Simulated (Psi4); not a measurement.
C$_{3}$H$_{7}$O (SMILES [CH2]C(C)O), doublet, geometry from GFN2-xTB; CCSD(T)/STO-3G (Psi4).

Psi4 was given this input:
```
memory 2 GB

molecule {
0 2
  O    -0.05892672    1.35633054   -0.11322781
  C    -0.02863471    0.02565496    0.35439911
  H     0.82063304    1.73921461   -0.02733603
  H     0.14012484    0.02515463    1.45324908
  C    -1.32028118   -0.61414156    0.06029069
  C     1.14796001   -0.75883329   -0.27258888
  H     1.05098018   -0.75215105   -1.35533659
  H    -2.03739428   -0.10086714   -0.54501858
  H     2.09748678   -0.30189391    0.00291482
  H    -1.53264840   -1.58991250    0.44633478
  H     1.13796680   -1.78626957    0.07840942
}

set basis sto-3g
set reference uhf

energy('ccsd(t)')
print_variables()
```

What the program printed (banner, timings and long lists left out):

```
   => Loading Basis Set <=

    Name: STO-3G
    Role: ORBITAL
    Keyword: BASIS

         ---------------------------------------------------------
                                   SCF
               by Justin Turney, Rob Parrish, Andy Simmonett
                          and Daniel G. A. Smith
                              UHF Reference
         ---------------------------------------------------------

  ==> Geometry <==

    Molecular point group: c1
    Full point group: C1

    Geometry (in Angstrom), charge = 0, multiplicity = 2:

       Center              X                  Y                   Z               Mass
    ------------   -----------------  -----------------  -----------------  -----------------
         O           -0.030751708160     1.309959799211    -0.112343388935    15.994914619570
         C           -0.000459698160    -0.020715780789     0.355283531065    12.000000000000
         H            0.848808051840     1.692843869211    -0.026451608935     1.007825032230
         H            0.168299851840    -0.021216110789     1.454133501065     1.007825032230
         C           -1.292106168160    -0.660512300789     0.061175111065    12.000000000000
         C            1.176135021840    -0.805204030789    -0.271704458935    12.000000000000
         H            1.079155191840    -0.798521790789    -1.354452168935     1.007825032230
         H           -2.009219268160    -0.147237880789    -0.544134158935     1.007825032230
         H            2.125661791840    -0.348264650789     0.003799241065     1.007825032230
         H           -1.504473388160    -1.636283240789     0.447219201065     1.007825032230
         H            1.166141811840    -1.832640310789     0.079293841065     1.007825032230

  Running in c1 symmetry.

  Rotational constants: A =      0.30160  B =      0.28679  C =      0.16568 [cm^-1]
  Rotational constants: A =   9041.78059  B =   8597.61895  C =   4966.89354 [MHz]
  Nuclear repulsion =  127.076293125137738

  Charge       = 0
  Multiplicity = 2
  Electrons    = 33
  Nalpha       = 17
  Nbeta        = 16

  ==> Algorithm <==

  SCF Algorithm Type is PK.
  DIIS enabled.
  MOM disabled.
  Fractional occupation disabled.
  Guess Type is SAD.
  Energy threshold   = 1.00e-08
  Density threshold  = 1.00e-08
  Integral threshold = 1.00e-12

  ==> Primary Basis <==

  Basis Set: STO-3G
    Blend: STO-3G
    Number of shells: 19
    Number of basis functions: 27
    Number of Cartesian functions: 27
[...]
  @UHF Final Energy:  -190.06604522396054
    Total Energy =                       -190.0660452239605434
[...]
     13  13   7   8        -0.0205947817
     11  11   9  10        -0.0205726785
     13   9   7   2         0.0204221676
      8   8   0   1        -0.0204022958

    SCF energy       (wfn)                    = -190.066045223960543
    Reference energy (file100)                = -190.066045223960657

    Opposite-spin MP2 correlation energy      =   -0.152237071179969
    Same-spin MP2 correlation energy          =   -0.018158631919008
    Singles MP2 correlation energy            =   -0.000000000000000
    MP2 correlation energy                    =   -0.170395703098976
      * MP2 total energy                      = -190.236440927059647

    Opposite-spin CCSD correlation energy     =   -0.213159327712995
    Same-spin CCSD correlation energy         =   -0.016258326713289
    Singles CCSD correlation energy           =    0.000000000000000
    CCSD correlation energy                   =   -0.229417654426284
      * CCSD total energy                     = -190.295462878386928

            **************************
            *                        *
            *        CCTRIPLES       *
            *                        *
            **************************

    Wave function   =    CCSD_T
    Reference wfn   =      UHF

    Nuclear Rep. energy (wfn)                =  127.076293125137738
    SCF energy          (wfn)                = -190.066045223960543
    Reference energy    (file100)            = -190.066045223960657
    CCSD energy         (file100)            =   -0.229417654426284
    Total CCSD energy   (file100)            = -190.295462878386928

    Number of ijk index combinations:
    Spin Case AAA:                                 680
    Spin Case BBB:                                 560
    Spin Case AAB:                                2176
    Spin Case ABB:                                2040
    AAA (T) energy                             =   -0.000027072415135
    BBB (T) energy                             =   -0.000030176708669
    AAB (T) energy                             =   -0.000841374316120
    ABB (T) energy                             =   -0.000873730360662
    (T) energy                                   =   -0.001772353800586
      * CCSD(T) total energy                     = -190.297235232187518

  Variable Map:
  ----------------------------------------------------------------------------
[...]
  Array Variable Map:
  ----------------------------------------------------------------------------
[...]
[...]
```
